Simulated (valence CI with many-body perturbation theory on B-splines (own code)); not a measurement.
**Questions on Ce9+**

Method: configuration interaction combined with many-body perturbation theory (CI+MBPT): three valence electrons over a frozen Dirac-Fock core [Kr] 4d10, radial functions for each j: 7 s, 7 p, 7 d, 7 f, 4 g, 2 h, with the one-electron correlation potential Σ1, the two-electron term Σ2, the three-electron term Σ3, Breit, model QED; selected CI, second order for the rest, scaled by the run's own slope (own B-spline code, finite nucleus).

No measured levels were compared; by estimate levels hold to about 250 cm⁻¹ or 0.2 % of their energy and the worst to 1 %, as in measured heavy ions of charge 2 to 7; those with d or f electrons hold less well.

Names give the largest LS component (configuration and term), which can be under half, so a name can repeat, a term be missing and a line seem to break the LS rules; names also repeat where a configuration has a term twice.

Rates and lifetimes use the calculated energies. Strong lines usually hold to 10 to 20 %, long lifetimes can be off by a factor of two.

(1) What is the ground level?

(2) Among levels below 60.939 eV, which E1 lines absorb most strongly from the ground level?

(3) How is the term 2P° of the ground level split?

(4) Name the longest-lived excited levels whose lifetime is computed, and their main decay.

(5) How well does LS coupling describe the low levels?

(6) What is the ionisation energy?

(7) Where does the other parity begin?

## Answers

(1) 5s2 5p 2P°_1/2, composition 98 % 5s2 5p 2P°, g = 0.665.

(2) to 5s 5p2 2P_1/2 at 47.91 nm, f = 0.572; to 4f2 5s 2P_3/2 at 33.64 nm, f = 0.464; to 4f2 5s 2P_3/2 at 33.45 nm, f = 0.445.

(3) J = 1/2 at 0.000, J = 3/2 at 4.145 eV.

(4) 4f 5s2 2F°_7/2 at 7.184 eV lives 2.02 s, mostly by E2 to 5s2 5p 2P°_3/2; 4f 5s2 2F°_5/2 at 6.863 eV lives 75.8 ms, mostly by E2 to 5s2 5p 2P°_1/2; 4f2 5s 4H_13/2 at 32.540 eV lives 30.6 ms, mostly by E2 to 4f 5s 5p 4F_9/2. The lifetime of 4f2 5s 2H_11/2 is too uncertain to give, and may be longer.

(5) Among the lowest 20 levels the leading LS term, summed over configurations, holds 66 % on average. For single configurations the figures are 64 % in LS and 74 % in jj coupling. Terms mix most in the J = 7/2 level at 26.747 eV, where the leading one holds 38 %.

(6) 141.17 eV; NIST lists 140 ± 2.2 eV (theoretical).

(7) At 5s 5p2 4P_1/2, 17.252 eV.
